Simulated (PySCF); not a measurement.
Dipole moment and polarisability across levels of theory

Compound: isobutyl formate, C₅H₁₀O₂.
SMILES: `CC(C)COC=O`

PySCF, dipoles from the SCF density, polarisabilities from static response with core orbitals frozen. Geometry: PBE0-D3(BJ)/def2-SVP, one conformer, isolated molecule.

Task: Compare the levels for these properties.

Result: 

```json
{"level": "LDA/def2-SVPD", "μ (D)": "1.946", "α (Å³)": "10.86", "anisotropy (Å³)": "2.65"}
{"level": "PBE/def2-SVPD", "μ (D)": "1.920", "α (Å³)": "10.72", "anisotropy (Å³)": "2.62"}
{"level": "B3LYP/def2-SVPD", "μ (D)": "1.931", "α (Å³)": "10.34", "anisotropy (Å³)": "2.37"}
{"level": "PBE0/def2-SVPD", "μ (D)": "1.927", "α (Å³)": "10.25", "anisotropy (Å³)": "2.34"}
{"level": "BHandHLYP/def2-SVPD", "μ (D)": "1.945", "α (Å³)": "9.92", "anisotropy (Å³)": "2.12"}
{"level": "CAM-B3LYP/def2-SVPD", "μ (D)": "1.937", "α (Å³)": "10.18", "anisotropy (Å³)": "2.23"}
{"level": "wB97X-D/def2-SVPD", "μ (D)": "1.938", "α (Å³)": "10.17", "anisotropy (Å³)": "2.22"}
{"level": "LC-wPBE/def2-SVPD", "μ (D)": "1.941", "α (Å³)": "9.94", "anisotropy (Å³)": "2.14"}
{"level": "HF/def2-SVPD", "μ (D)": "1.988", "α (Å³)": "9.48", "anisotropy (Å³)": "1.83"}
{"level": "PBE0/6-31G*", "μ (D)": "1.780", "α (Å³)": "8.58", "anisotropy (Å³)": "2.27"}
{"level": "PBE0/6-31+G*", "μ (D)": "1.898", "α (Å³)": "9.65", "anisotropy (Å³)": "2.26"}
{"level": "PBE0/def2-SVP", "μ (D)": "1.761", "α (Å³)": "8.83", "anisotropy (Å³)": "2.19"}
{"level": "PBE0/aug-cc-pVDZ", "μ (D)": "1.886", "α (Å³)": "10.46", "anisotropy (Å³)": "2.45"}
{"level": "PBE0/def2-TZVP", "μ (D)": "1.866", "α (Å³)": "9.97", "anisotropy (Å³)": "2.38"}
```

The anisotropy is √(½[(α1 − α2)² + (α2 − α3)² + (α3 − α1)²]). The dipole runs from 1.76 D (PBE0/def2-SVP) to 1.99 D (HF/def2-SVPD). No reference polarisability is at hand; against PBE0 in the largest diffuse basis at hand (aug-cc-pVDZ) the other PBE0 rows deviate by 6-31G* -18%, 6-31+G* -8%, def2-SVP -16%, def2-SVPD -2%, def2-TZVP -5%. In one basis (def2-SVPD) the functionals order the polarisability from HF (lowest) to LDA (highest), a spread of 15%. With PBE0 the polarisability is 9.13 Å³ without diffuse functions (mean of 6-31G*, def2-SVP and def2-TZVP) and 10.12 Å³ with them (mean of 6-31+G*, def2-SVPD and aug-cc-pVDZ).
